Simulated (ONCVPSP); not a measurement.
Bi ONCV: all-electron and pseudo phase curves

- Element: bismuth
- Generator: ONCVPSP 4.0.1
- Type: optimised norm-conserving Vanderbilt (ONCV)
- Functional: BLYP
- Relativity: scalar-relativistic
- Frozen core: [Xe] 4f14
- Valence charge: 15
- Reference configuration: 5d10 6s2 6p3
- Partial waves: 6s: rc 1.75 bohr, ncon 4, nbas 9, qcut 3.2 1/bohr, 3 projectors, debl 0.5 Ha; 6p: rc 2.50 bohr, ncon 4, nbas 8, qcut 2.8 1/bohr, 2 projectors, debl 1.6 Ha; 5d: rc 1.45 bohr, ncon 4, nbas 9, qcut 11.8 1/bohr, 2 projectors, debl 2.2 Ha
- Local potential: polynomial inside 1.15 bohr (lpopt 5, dvloc0 3 Ha)
- Core correction: Teter function, fcfact 3.25, rcfact 1.3

In the s channel the program set the typed energies aside and used -0.528, 0.250, 0.750 Ha.

The phase is arctan(r·R′/R) of the radial function R(r), unwrapped; energies in Ha, scanned from -2 to 5 Ha. A pole is an energy at which the radial function vanishes at the test radius. The pseudo phase is shifted by a multiple of π to meet the all-electron one at the reference energy, and phase errors are pseudo minus all-electron; the curves can meet again beyond the range given. Levels narrower than the energy grid can be missing from the lists of poles. Where the grid stepped over a known ghost or core level, its pole and its step of π were put in at the level’s energy.

```csv
channel,radius (bohr),reference energy (Ha),"poles, all-electron","poles, pseudo",unbroken range about the reference energy with phases within 0.05 rad,phase error 1 Ha above the reference energy (rad)
s,1.77,-0.53,3.00,3.00,the whole range,+0.000
p,2.54,-0.16,1.04,"-0.67, 1.04",-0.6 to 2.8,-0.000
d,1.47,-0.99,0.62,0.62,the whole range,+0.000
```

Note: ghosts flagged at negative energy: s at -157.2 eV, s at -83.3 eV, p at -18.1 eV; GHOST(+) flagged for s at 363.6 eV. A true bound ghost makes a file unfit for plane-wave use.

Phases in the s channel:

```tsv
E (Ha)	all-electron	pseudo
-1.98	0.927	0.927
-1.62	0.734	0.735
-1.26	0.407	0.407
-0.90	-0.093	-0.093
-0.54	-0.603	-0.603
-0.18	-0.943	-0.943
0.18	-1.143	-1.143
0.54	-1.268	-1.268
0.90	-1.351	-1.351
1.26	-1.411	-1.411
1.62	-1.457	-1.457
1.98	-1.493	-1.493
2.34	-1.524	-1.524
2.70	-1.551	-1.551
3.06	-1.575	-1.575
3.42	-1.598	-1.597
3.78	-1.620	-1.620
4.14	-1.643	-1.642
4.50	-1.666	-1.666
4.86	-1.693	-1.692
```
